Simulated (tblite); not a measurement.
Species: C8H7Cl.
Numbering: `[Cl:1][C@:2]12[C@H:3]3[C@@H:4]4[C@@H:5]5[C@H:6]3[C@H:7]1[C@@H:8]5[C@H:9]24` (hydrogens: H10 on C3; H11 on C4; H12 on C5; H13 on C6; H14 on C7; H15 on C8; H16 on C9)

Computed with GFN2-xTB (tblite), gas phase: Langevin dynamics at 300 K from the optimised GFN2-xTB geometry, time step 0.5 fs, friction 0.01 fs⁻¹, 2000 steps.

Start geometry:
```
atom  x, y, z in Å
Cl1    -0.560    2.292   -1.898
C2     -0.239    0.970   -0.804
C3     -0.006    1.120    0.714
C4     -0.948   -0.078    0.961
C5      0.255   -1.041    0.863
C6      1.196    0.157    0.609
C7      0.966    0.012   -0.911
C8      0.021   -1.181   -0.657
C9     -1.186   -0.223   -0.557
H10    -0.019    2.057    1.255
H11    -1.722   -0.114    1.716
H12     0.457   -1.860    1.542
H13     2.159    0.313    1.079
H14     1.732    0.060   -1.674
H15     0.032   -2.110   -1.213
H16    -2.146   -0.364   -1.037
```

The statistics below take the 31 frames saved every 25 fs from 250 to 1000 fs; their kinetic temperature (all 3N coordinates) averages 344 K.

Problem. How do the bond lengths spread?

Solution. 
| bond | start (Å) | mean (Å) | standard deviation (Å) | shortest (Å) | longest (Å) |
| --- | --- | --- | --- | --- | --- |
| Cl1–C2 | 1.746 | 1.751 | 0.044 | 1.683 | 1.840 |
| C2–C3 | 1.543 | 1.548 | 0.039 | 1.474 | 1.638 |
| C3–C4 | 1.544 | 1.548 | 0.039 | 1.477 | 1.623 |
| C4–C5 | 1.544 | 1.545 | 0.027 | 1.485 | 1.601 |
| C5–C6 | 1.544 | 1.543 | 0.025 | 1.494 | 1.589 |
| C6–C7 | 1.544 | 1.551 | 0.042 | 1.483 | 1.680 |
| C7–C8 | 1.544 | 1.553 | 0.033 | 1.485 | 1.642 |
| C8–C9 | 1.544 | 1.546 | 0.035 | 1.473 | 1.604 |
| C2–C7 | 1.543 | 1.546 | 0.032 | 1.483 | 1.615 |
| C2–C9 | 1.543 | 1.545 | 0.036 | 1.468 | 1.616 |
| C3–C6 | 1.544 | 1.551 | 0.026 | 1.490 | 1.595 |
| C4–C9 | 1.544 | 1.540 | 0.026 | 1.465 | 1.597 |
| C5–C8 | 1.544 | 1.545 | 0.033 | 1.476 | 1.610 |
| C3–H10 | 1.082 | 1.090 | 0.037 | 1.018 | 1.156 |
| C4–H11 | 1.083 | 1.087 | 0.039 | 1.010 | 1.169 |
| C5–H12 | 1.083 | 1.090 | 0.034 | 1.028 | 1.152 |
| C6–H13 | 1.083 | 1.088 | 0.031 | 1.024 | 1.163 |
| C7–H14 | 1.082 | 1.084 | 0.030 | 1.034 | 1.164 |
| C8–H15 | 1.083 | 1.087 | 0.034 | 1.026 | 1.167 |
| C9–H16 | 1.082 | 1.083 | 0.030 | 1.019 | 1.154 |

Problem. Give the same statistics for bond angles, one of each kind among heavy atoms.

Solution. 
```tsv
angle	start (°)	mean (°)	standard deviation (°)	smallest (°)	largest (°)
Cl1–C2–C3	124.8	125.1	2.9	116.4	130.5
C3–C2–C7	90.6	90.7	1.9	85.6	95.6
C2–C3–C4	89.4	89.1	2.5	83.6	93.7
C4–C3–C6	90.1	89.8	2.1	84.9	93.5
C3–C4–C5	89.9	90.0	2.3	83.7	95.5
C3–C4–C9	90.5	90.8	2.9	85.7	96.1
C4–C5–C6	90.1	90.2	2.0	85.9	95.0
```

Problem. How far does each atom move about its mean position (frames aligned on the start, all atoms weighted alike), and what rms force does it feel?

Solution. 
| atom | rms displacement (Å) | rms force (eV/Å) |
| --- | --- | --- |
| Cl1 | 0.13 | 0.80 |
| C2 | 0.05 | 1.86 |
| C3 | 0.06 | 2.26 |
| C4 | 0.05 | 2.19 |
| C5 | 0.04 | 1.85 |
| C6 | 0.05 | 1.79 |
| C7 | 0.05 | 2.01 |
| C8 | 0.06 | 2.14 |
| C9 | 0.05 | 1.85 |
| H10 | 0.13 | 1.21 |
| H11 | 0.11 | 1.29 |
| H12 | 0.12 | 1.16 |
| H13 | 0.13 | 1.08 |
| H14 | 0.15 | 1.06 |
| H15 | 0.11 | 1.08 |
| H16 | 0.13 | 1.07 |

The displacements run from 0.04 to 0.15 Å, the largest at H14.

Problem. How widely does the potential energy scatter, against a harmonic estimate?

Solution. Mean 0.62 eV above the start, standard deviation 0.145 eV, range 0.27 to 0.93 eV. For 42 classical harmonic modes at 300 K the canonical values are 42kT/2 = 0.54 eV and kT·√(42/2) = 0.118 eV.

The run is classical and short, so these are rough statistics of one trajectory.

The cost below is that of the whole dynamics run. Time: 12 s wall; peak memory 0.19 GiB. Hardware: one thread, Arm Neoverse V2 (aarch64), shared host.
